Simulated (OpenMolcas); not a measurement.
## Lines of P II: computed and rescaled rates

- Program: OpenMolcas
- Method: MS-RASPT2, IPEA 0.25 Eh, imaginary shift 0.1 Eh (closed shells correlated: 2s 2p 3s)
- Basis: ANO-RCC [8s7p5d4f2g]
- Scalar Hamiltonian: DKH2, point nucleus
- Active space: 2 electrons in 9 orbitals (RAS2 3p; RAS3 3d 4s, at most 1 electron)
- State averaging: 2S+1 = 3 even, 3 roots; 2S+1 = 1 even, 6 roots; 2S+1 = 3 odd, 18 roots; 2S+1 = 1 odd, 18 roots
- Spin-orbit coupling: RASSI with atomic mean-field integrals over the reference wave functions, term energies averaged over their components

Rates come from the transition moments of the reference wave functions (E1 and E2 in the length form). At fixed line strength A goes as λ^-3 for E1 and M1 and as λ^-5 for E2, so a rate at the computed wavelength can be rescaled to the measured one. Measured vacuum wavelengths follow from level energies in NIST Handbook of Basic Atomic Spectroscopic Data. Branching counts decays inside the model space alone, at computed energies, and the table is only a selection of the E2 and M1 lines, drawn from those between levels with measured partners whose computed energy lies within a factor of 1.5 of the measured one.

```tsv
Upper	Lower	Type	λ computed (nm)	λ measured (nm)	A computed (s-1)	A rescaled (s-1)	Branching %
3s2 3p2 3P1	3s2 3p2 3P0	M1	68390	60640	5.65e-05	8.10e-05	100.0
3s2 3p2 3P2	3s2 3p2 3P1	M1	36260	32870	2.84e-04	3.81e-04	100.0
3s2 3p2 1D2	3s2 3p2 3P2	M1	1223	1189	1.29e-02		72.7
3s2 3p2 1D2	3s2 3p2 3P2	E2	1223	1189	8.85e-05		0.5
3s2 3p2 1D2	3s2 3p2 3P1	M1	1183	1147	4.74e-03		26.8
3s2 3p2 1S0	3s2 3p2 1D2	E2	577.3	787.8	8.53e+00	1.80e+00	97.4
3s2 3p2 1S0	3s2 3p2 3P1	M1	388	467.1	2.14e-01		2.4
```

Spin-changing lines and M1 lines between different terms are not rescaled, since their strength hangs on the term gaps too.

The largest correction is for 3s2 3p2 1S0 → 3s2 3p2 1D2 (E2): 8.53e+00 × (577.3 / 787.8)^5 = 1.80e+00 s-1, a factor of 0.21.

No measured rate stands beside these. Rescaling mends the energy factor alone: line strengths can still be far off where a level mixes with configurations outside the active space, and weak or spin-changing lines hang on small mixing coefficients that depend on the term gaps too, so rescaling need not improve them.

CASPT2 does not keep the components of a term degenerate, so their means are used; among the terms shown or strongly mixed into the levels shown the widest spread is 160 cm-1 (3s2 3p2 1D). Over all roots computed the reference weight is 0.90 to 0.96; the roots of lowest weight are the least certain, and an intruder state may touch them. With the s shell closed, the reference lacks s² → p² mixing. Some terms miss by over 15 % even with CASPT2, which points to a basis or an active space too small for the shells correlated. Measured partners are found by configuration, term and J. A level has none where our copy of the source lacks it or the pairing is in doubt (some pairs that miss far off the trend of their configuration count as doubtful). Levels of configurations outside the active space are missing.
